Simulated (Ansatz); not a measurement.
VF₂, SMILES [F][V][F] (connectivity only; charge and spin as stated), neutral, multiplicity 4. Atoms are numbered in the order given.

```xyz
3

V      0.0000     0.0000    -0.0040
F      0.0000    -1.7795     0.0039
F      0.0000     1.7795     0.0039
```
Charge 0, spin multiplicity 4.

Geometry optimised at B3LYP-D3(BJ)/def2-TZVP. The multiplicity is an assumed one; other spin states were not compared.

Two levels are set side by side: PBE-D3(BJ)/def2-TZVP (Ansatz, a program for electronic structure) and B3LYP-D3(BJ)/def2-TZVP (Ansatz). Each level has its own optimised geometry; the coordinates shown are those of the second. Differences are taken from unrounded values.

```
quantity              B3LYP-D3(BJ)
--------------------  ------------
mean bond length (Å)         1.780
bond V1–F2 (Å)               1.780
bond V1–F3 (Å)               1.780
```

What does PBE-D3(BJ) give, and how far is it from B3LYP-D3(BJ)? (The exact figures need the calculation; the answer reports its results.)


| quantity | PBE-D3(BJ) | PBE-D3(BJ) minus B3LYP-D3(BJ) |
|---|---|---|
| mean bond length (Å) | 1.768 | -0.012 |
| bond V1–F2 (Å) | 1.768 | -0.012 |
| bond V1–F3 (Å) | 1.768 | -0.012 |

Here PBE gives about what the other level gives.
